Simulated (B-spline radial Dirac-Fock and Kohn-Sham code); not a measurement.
The M5 (3d5/2) hole of erbium ions: width and yield against charge

Calculated with an atomic code on a B-spline grid, using independent-particle rates on relativistic LDA orbitals of the hole state (multipoles up to L = 3, Coulomb Auger matrix elements, transition energies from Dirac-Fock). Tabulated ground configurations, configuration averages; single configurations, so decays that open only by mixing (as 1s 2s² with 1s 2p² in Be-like ions) are missing and such tiny yields are far too low.

```
 ion           configuration  radiative (eV)  non-radiative (eV)   yield
  Er           [Xe] 4f12 6s2          0.0157                1.30  0.0119
 Er⁺           [Xe] 4f12 6s1          0.0157                1.31  0.0119
Er²⁺               [Xe] 4f12          0.0157                1.31  0.0119
Er³⁺               [Xe] 4f11          0.0154                1.30  0.0117
Er⁴⁺               [Xe] 4f10          0.0148                1.29  0.0114
Er⁵⁺  [Kr] 4d10 4f10 5s2 5p5          0.0150                1.29  0.0115
Er⁶⁺  [Kr] 4d10 4f10 5s2 5p4          0.0151                1.29  0.0115
Er⁷⁺  [Kr] 4d10 4f10 5s2 5p3          0.0153                1.30  0.0116
```
